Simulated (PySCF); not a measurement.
Input for PySCF: R-B3LYP/6-31G* on CH5ClS (a complex).

```python
from pyscf import gto, scf, dft, mp
from pyscf.data.elements import chemcore

mol = gto.M(
    atom='''
    S    -0.31625139    0.11783703   -0.45729565
    H    -0.22977986    1.43462952   -0.20979202
    H     0.59313329   -0.17891188    0.48813437
    C    -0.82966691   -0.69751238    3.30188723
    Cl    0.96058934   -0.62964013    3.14063469
    H    -1.26099158   -0.46245374    2.33320115
    H    -1.10146918   -1.70088001    3.61463288
    H    -1.12786410    0.03192218    4.04850882
    ''',
    basis='6-31g*',
    cart=True,
    charge=0, spin=0, verbose=3, max_memory=1800)
mf = dft.RKS(mol, xc='b3lyp')
mf.conv_tol = 1e-8
mf.max_cycle = 100
mf.kernel()
if not mf.converged:
    mf = mf.newton().run(mf.mo_coeff, mf.mo_occ)
```

The log:

```
converged SCF energy = -899.496188493374
```

Self-consistency was reached.

Cost: about 3 core-seconds (a rough figure).
